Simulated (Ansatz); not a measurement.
Stepwise reaction of `O[SiH](O)[SiH2]F` with hydrogen chloride, as a gas-phase model of exchange steps in deposition or etching. ΔE in kJ/mol; ΔG adds harmonic PBE0-D4 terms to CCSD(T)/CBS, at 1 bar.

Isolated molecules relaxed with PBE0-D4/def2-TZVP in Ansatz; ΔE leaves out vibrations. CBS: MP2 limit from def2 TZ/QZ plus the TZ coupled-cluster correction, frozen cores. This one scheme is used for every species. DFT in def2-TZVPP. B3LYP here is the variant with VWN-RPA as its local correlation; programs differ in this. Each species was taken in one conformer, which may not be the lowest.

```
step                                                reaction  PBE-D4  B3LYP-D4  ωB97M-V  CCSD(T)/CBS  ΔG(400 K)
   2  `O[SiH](Cl)[SiH2]F` + HCl → `F[SiH2][SiH](Cl)Cl` + H₂O    -5.8       0.9     -0.4         -3.1        1.4
```

Problem. Give the row of step 1, `O[SiH](O)[SiH2]F` + HCl → `O[SiH](Cl)[SiH2]F` + H₂O. (An estimate is asked.)

Solution. The calculation gave: 
```tsv
step	reaction	PBE-D4	B3LYP-D4	ωB97M-V	CCSD(T)/CBS	ΔG(400 K)
1	`O[SiH](O)[SiH2]F` + HCl → `O[SiH](Cl)[SiH2]F` + H₂O	-7.1	0.1	-0.5	-2.7	0.4
```

Problem. By hand: ΔE of the 2 steps together at CCSD(T)/CBS.

Solution. (-2.7) + (-3.1) = -5.8 kJ/mol, or -2.9 kJ/mol a step.

In ΔE the steps differ by no more than 0.4 kJ/mol. ΔG lies between 0.4 and 1.4 kJ/mol a step. PBE-D4 differs from CCSD(T)/CBS by -4.4 to -2.7 kJ/mol a step. Only this route is followed, and other bonds may react first. Isolated molecules leave out the surface, adducts and barriers. Largest T1 diagnostic: 0.012.
